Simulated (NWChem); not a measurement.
System: CH$_{6}$SSn; SMILES C[S][SnH3]

NWChem input:

```
start job
memory heap 200 mb stack 900 mb global 1100 mb
geometry units angstroms noautosym nocenter noautoz
  Sn     0.035347     0.847183    -0.001729
  S     -0.697046    -1.460135    -0.001085
  C      0.910132    -2.320370     0.007517
  H     -1.391082     1.785989    -0.017633
  H      0.966842     1.149475     1.406239
  H      0.991754     1.138162    -1.395305
  H      1.508217    -2.087242    -0.885408
  H      0.685248    -3.396213     0.000202
  H      1.493357    -2.096310     0.912454
end
basis spherical
  * library def2-svpd
end
ecp
  Sn library def2-ecp
end
dft
  xc xpbe96 cpbe96
  iterations 150
end
property
  response 1 0.0
end
task dft property
```

All runs use the structure optimised with PBE0/def2-SVP. Not confirmed as a minimum by frequencies. def2 effective core potentials on Sn; no spin-orbit coupling.

Static field.

**Question.** What results follow from this input? (PBE/def2-SVPD with def2 effective core potentials on Sn.) Quantities: isotropic polarisability (bohr³); anisotropy (bohr³).

**Answer.** The isotropic polarisability (bohr³) is 81.3. The anisotropy (bohr³) is 26.5.
